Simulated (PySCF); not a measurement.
```xyz
3
charge -1 multiplicity 1, angstrom
Tl    0.0000    0.0000    0.0000
S     0.0000    0.0000    2.2799
S     0.0000    0.0000   -2.2799
```

Method: PySCF, PBE0, basis Tl def2-TZVPD with ECP60, S def2-TZVPD (scalar-relativistic core potentials, no spin–orbit coupling, density fitting).

This geometry of TlS₂⁻ is a stationary point at this level.

(1) What is the point group?

(2) Is it a minimum?

(3) List the harmonic modes with their infrared intensities.

(4) Give the atomic charges and bond orders.

Results:

(1) D∞h.

(2) Yes: all harmonic wavenumbers are real.

(3) 
| symmetry | ω (cm⁻¹) | IR (km/mol, summed over degenerate members) |
| --- | --- | --- |
| πu | 102 | 37.7 |
| σg+ | 379 | 0.0 |
| σu+ | 437 | 142 |

(4) 
```csv
atom,Mulliken,Löwdin,polar tensor,Mayer order to Tl1
Tl1,0.70,-0.12,0.77,–
"S2,3",-0.85,-0.44,-0.89,1.45
```

Other isomers or separated fragments may lie lower. The lowest empty level of this anion is unbound, so it and the gap depend on the basis. No spin–orbit coupling is included, which matters more the heavier the element.
